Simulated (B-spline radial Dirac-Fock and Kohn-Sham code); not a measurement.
**Internal conversion coefficients of Zn at 69.2 keV**

Z = 30 (zinc), transition energy 69.2 keV. Calculated with a radial finite-basis atomic code, using a Dirac-Hartree-Slater potential of the neutral atom with a Latter tail (no hole, which puts coefficients of high multipoles low close above an edge), finite nucleus with surface currents. Subshells that would emit electrons below 1 keV are left out.

```
subshell  electron energy (keV)        E2      E4        M2      M4    M5
       K                  59.54      2.28     288      2.14     348  4440
      L1                  68.00     0.200    22.6     0.241    51.9   763
      L2                  68.16    0.0467    58.6    0.0207    10.2   199
      L3                  68.18    0.0714    82.0    0.0223    36.8   946
      M1                  69.06    0.0294    3.31    0.0367    8.14   122
      M2                  69.11   0.00678    8.64   0.00304    1.52  29.8
      M3                  69.11    0.0103    12.0   0.00327    5.55   145
      M4                  69.18  1.50e-05  0.0818  9.92e-06  0.0318  1.13
      M5                  69.18  1.95e-05  0.0997  2.65e-06  0.0282  1.56
      N1                  69.19   0.00161   0.181   0.00202   0.449  6.73
   total                             2.65     476      2.47     463  6650
```

Task: For a pure E4 transition, what fraction of decays emits a photon?

Result: 1/(1 + α) = 0.00210 with the total α = 476.
